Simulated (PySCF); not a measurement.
Run record: geometry optimisation, `C[P@H](=[Se])CC#N`.

Method: PBE0-D3(BJ)/def2-SVP geometry optimisation, gas phase (PySCF 2.14.0). Start geometry: GFN2-xTB. The input is one job of a driver script: a line of settings, then coordinates in Å.

Input:
```
{"job": {"xc": "PBE0", "basis": "def2-SVP", "d3": "d3bj", "grid": 1, "maxiter": 30, "shake": 0.01, "kind": "geom"}, "charge": 0, "multiplicity": 1}
C     -1.454150     0.192700     0.528130
P     -0.230420     0.543630    -0.768010
Se    -0.884670     0.464800    -2.747760
C      1.205180    -0.615880    -0.392180
C      1.577510    -0.481910     0.965240
N      1.864290    -0.324390     2.070180
H     -1.020840     0.237950     1.518000
H     -2.239590     0.980080     0.438310
H     -1.921170    -0.753470     0.348870
H      0.327280     1.757030    -0.327310
H      0.812140    -1.639460    -0.579810
H      2.004130    -0.389360    -1.062680
```

Output:
```
step   0  E = -2914.45531370  max force = 0.037983
step   1  E = -2914.45874406  max force = 0.008260
step   2  E = -2914.45899769  max force = 0.001875
step   3  E = -2914.45903222  max force = 0.000432
step   4  E = -2914.45903636  max force = 0.000270
optimisation converged
```

Energies in Eh; «max force» is the largest Cartesian gradient component in Eh/bohr.

**Question.** Give the first gradient maximum in eV/Å.

**Answer.** With 1 Eh/bohr = 51.422 eV/Å, 1.953 eV/Å.

**Question.** How much energy does the optimisation release, in kcal/mol?

**Answer.** E(step 0) − E(last step) = 0.003723 Eh, which is 2.3 kcal/mol.

Summary of the converged run: final energy -2914.45904 Eh after 4 steps; dipole 0.95 D.

**Question.** Estimate the wall time. Hardware: one thread of an Arm Neoverse V1, no GPU, on a shared host. And the peak memory of the process?

**Answer.** About 51 s, with 0.54 GiB resident at the peak, the Python interpreter and its libraries included.
Labels such as C1 count atoms from 1, the log's own numbers from 0.
